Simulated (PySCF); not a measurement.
**Simulated absorption spectrum**

Compound: C₅H₆F₄.
SMILES: `C(CF)(=C)CC(F)(F)F`

Method: TDDFT CAM-B3LYP/def2-SVPD, vertical, gas phase, core orbitals frozen in the response in PySCF. Geometry: PBE0-D3(BJ)/def2-SVP, one conformer, isolated molecule. Torsions of this conformer, `[CH2:1]=[C:2]([CH2:3][F:4])[CH2:5][C:6]([F:7])([F:8])[F:9]`: C1–C2–C3–F4 -132°, C1–C2–C5–C6 -92°, C2–C5–C6–F7 -178°.

Broadening: Gaussians 0.5 eV wide at half height, area fixed by f = 4.319×10⁻⁹ ∫ε dν̃. The width is an assumption, not a result. The curve ends short of the highest state used, and states not computed would add to its high-energy end.

| λ (nm) | ε (L mol⁻¹ cm⁻¹) |
| --- | --- |
| 154.0 | 1016 |
| 155.4 | 1313 |
| 156.8 | 1699 |
| 158.2 | 2067 |
| 159.6 | 2364 |
| 160.9 | 2610 |
| 162.3 | 2988 |
| 163.7 | 3709 |
| 165.1 | 5005 |
| 166.5 | 6992 |
| 167.8 | 9381 |
| 169.2 | 12240 |
| 170.6 | 14917 |
| 172.0 | 16882 |
| 173.4 | 17736 |
| 174.7 | 17398 |
| 176.1 | 15926 |
| 177.5 | 13631 |
| 178.9 | 10941 |
| 180.3 | 8260 |
| 181.6 | 6038 |
| 183.0 | 4083 |
| 184.4 | 2618 |
| 185.8 | 1596 |
| 187.2 | 927 |
| 188.5 | 537 |
| 189.9 | 286 |
| 191.3 | 146 |
| 192.7 | 72 |
| 194.1 | 34 |

(1) Locate the maxima and give the states behind the curve.

(2) On this curve, what absorbance would a 10⁻⁵ mol/L sample give at 193 nm over a 1 cm path?

(3) Coming from long wavelengths, where does ε first pass 100 L mol⁻¹ cm⁻¹?

Answers

(1) 174 nm (7.14 eV), ε about 18000, made up of S1 (100%) (ε in L mol⁻¹ cm⁻¹; maxima over ε = 5, shares over 10%). The states used: S1 7.14 eV (f 0.329); S2 7.74 eV (f 0.037); S3 7.83 eV (f 0.0029); S4 8.51 eV (f 0.034); S5 8.57 eV (f 0.012); S6 8.65 eV (f 0.0069).

(2) 193 nm is 6.424 eV, where ε is about 61 L mol⁻¹ cm⁻¹, so A = ε c l ≈ 0.00061 (Beer–Lambert, with the gas-phase spectrum and the assumed width).

(3) At about 192 nm (6.46 eV), 0.68 eV below S1.
